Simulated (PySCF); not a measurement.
**Stationary points of ZrF₃⁺**

Computed with PBE0/[Zr def2-TZVP with ECP28, F def2-TZVP], scalar-relativistic core potentials, density fitting, no spin–orbit coupling, PySCF.

Relaxations began from a few typed shapes. The search is not exhaustive: other isomers or separated fragments can lie lower, and high-lying points may rest on an excited occupation.

```json
{"spin": "singlet", "group": "C3v", "bonds": "Zr–F 1.836 Å (×3)", "angles": "F–Zr–F 110.0° (×3)", "imaginary modes (cm⁻¹)": "none", "ΔE (kJ/mol)": "0.0", "ΔE with ZPE (kJ/mol)": "0.0"}
{"spin": "singlet", "group": "D3h", "bonds": "Zr–F 1.846 Å (×3)", "angles": "F–Zr–F 120.0° (×3)", "imaginary modes (cm⁻¹)": "111i", "ΔE (kJ/mol)": "13.5", "ΔE with ZPE (kJ/mol)": "–"}
```

The lowest minimum found is the singlet C3v: Zr–F 1.836 Å (×3); F–Zr–F 110.0° (×3).

Formally Zr is in oxidation state +4, d0. A d0 centre has no lone pair, yet it is C3v rather than trigonal planar: covalent bonding through the d orbitals favours lower symmetry. The polar-tensor charge on Zr, 2.95, is below the formal one.
